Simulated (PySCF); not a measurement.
Below is a simulated gas-phase Si 2p photoelectron spectrum of `FC(F)(F)C[SiH2]P([SiH3])[SiH3]`.

Every computed line was given a Gaussian of 0.7 eV full width at half maximum and an area set by the number of equivalent atoms (split 2:1 within a doublet); the highest printed point is 100. The calculation used delta-SCF UKS SCAN, pcX-2 on the ionised atom, pcseg-1 elsewhere, spin-free X2C (PySCF 2.14.0).

binding energy (eV), intensity and a bar:
```
    105.9          0 
    106.0          1 
    106.1          3 #
    106.2          6 ##
    106.3         12 ####
    106.4         23 #######
    106.5         38 ###########
    106.6         57 #################
    106.7         77 #######################
    106.8         92 ############################
    106.9        100 ##############################
    107.0        100 ##############################
    107.1         93 ############################
    107.2         83 #########################
    107.3         74 ######################
    107.4         67 ####################
    107.5         60 ##################
    107.6         52 ################
    107.7         42 #############
    107.8         32 #########
    107.9         22 ######
    108.0         13 ####
    108.1          7 ##
    108.2          4 #
    108.3          2 
    108.4          1 
    108.5          0
```

Count the maxima, the lines and the sites behind this envelope.

The curve has 1 maximum (at 106.9 eV). Under it lie 4 lines from 2 inequivalent silicon sites, each drawn as a 2p3/2, 2p1/2 pair. At this width some lines have no maximum of their own.

Decompose the envelope and assign each component. Numbering: `[F:1][C:2]([F:3])([F:4])[CH2:5][SiH2:6][P:7]([SiH3:8])[SiH3:9]`.

```csv
position (eV),relative area,line,atoms,environment
106.89,1.33,Si 2p3/2,Si8/Si9,SiH3 silicon
106.91,0.67,Si 2p3/2,Si6,SiH2 silicon
107.52,0.67,Si 2p1/2,Si8/Si9,SiH3 silicon
107.54,0.33,Si 2p1/2,Si6,SiH2 silicon
```

What are the centre and the root-mean-square width of the whole band?

The area-weighted mean of the lines is 107.11 eV. Their own spread about it is 0.29 eV (rms) and each Gaussian has σ = 0.7/2.355 = 0.30 eV; the variances add, which gives 0.42 eV.

The 2 Si 2p3/2 values lie within 0.02 eV of each other.

Shake-up satellites, vibrational structure and lifetime widths aren't simulated. Topologically equivalent atoms share the value of their first member; where this conformer doesn't relate them by symmetry, their own values could differ. Spin–orbit coupling isn't in the SCF: each 2p doublet comes from a relaxed spin-free hole plus a matrix of the shell (mean-field spin–orbit coupling and the ground-state 2p splitting), with 2p3/2 averaged over its two sublevels. 2p1/2 minus 2p3/2 (ligand field included): Si 0.62 eV. Isolated species at its PBE0-D3(BJ)/def2-SVP geometry (one conformer only).

Conformer computed: `[F:1][C:2]([F:3])([F:4])[CH2:5][SiH2:6][P:7]([SiH3:8])[SiH3:9]`: F1–C2–C5–Si6 -175°, C2–C5–Si6–P7 -174°, C5–Si6–P7–Si8 177°.
